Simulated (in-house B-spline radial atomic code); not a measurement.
A radial electron density 4πr²n(r) was computed for an atom or ion in its tabulated ground configuration with an all-electron radial atomic-structure program (B-spline basis); method: non-relativistic r2SCAN0, spin-polarised, spherical fractional occupations, exact exchange averaged over the configuration. Columns: r (bohr), 4πr²n(r) (electrons per bohr), bar.

```
 0.00312   0.7609 #
 0.00372    1.054 ##
 0.00444    1.454 ##
  0.0053    1.995 ###
 0.00632    2.713 ####
 0.00754    3.659 ######
 0.00899    4.881 ########
  0.0107    6.415 ##########
  0.0128    8.373 #############
  0.0153    10.72 #################
  0.0182    13.37 #####################
  0.0217    16.31 ##########################
  0.0259    19.37 ##############################
  0.0309    22.21 ###################################
  0.0368    24.48 #######################################
  0.0439    25.82 #########################################
  0.0524    25.94 #########################################
  0.0625     24.8 #######################################
  0.0746    22.79 ####################################
  0.0889    20.72 #################################
   0.106    19.58 ###############################
   0.127    20.23 ################################
   0.151    22.62 ####################################
    0.18     25.8 #########################################
   0.215    27.95 ############################################
   0.256    27.27 ###########################################
   0.305    23.24 #####################################
   0.364       17 ###########################
   0.435    11.07 #################
   0.518    7.843 ############
   0.618    7.675 ############
   0.737    9.031 ##############
    0.88    9.642 ###############
    1.05    8.359 #############
    1.25    5.756 #########
    1.49    3.075 #####
    1.78    1.227 ##
    2.12    0.363 #
    2.53  0.07352 
    3.02 0.009726 
     3.6 0.000798
```

Q: Which atom or ion is it?
A. Ca4+
B. Ti4+
C. V4+
D. Ti5+

A: B. The area under the curve, ∫4πr²n dr = ∫r·4πr²n d(ln r) on this logarithmic grid, is 18 electrons, which only this option has. The configuration is [Ne] 3s2 3p6.
